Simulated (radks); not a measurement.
The mean radii <r> (bohr) of the occupied orbitals of an atom or ion are listed with their occupations. Calculated with a radial shooting solver on a logarithmic mesh with Libxc functionals: non-relativistic Kohn-Sham, PBE, spin-polarised, spherical densities, point nucleus.

orbital  occ.      <r>
1s up       1  0.03463
1s down     1  0.03463
2s up       1   0.1508
2s down     1   0.1507
2p up       3   0.1291
2p down     3   0.1290
3s up       1   0.4091
3s down     1   0.4092
3p up       3   0.4012
3p down     3   0.4012
3d up       5   0.3723
3d down     4   0.3723
4s up       1   0.9211
4s down     1   0.9230
4p up       3   0.9523

Name the element and its charge. Open shells, if any, are filled with parallel spins first.

Answer. Z = 44, ruthenium, charge +12: Ru12+ in [Ar] 3d9 4s2 4p3. The 1s radius gives Z: for a bare nucleus <r> = 1.5/Z, 0.03409 bohr for Z = 44, and screening makes it slightly larger (0.03463 here). The occupations add up to 32, and the charge is Z minus that.
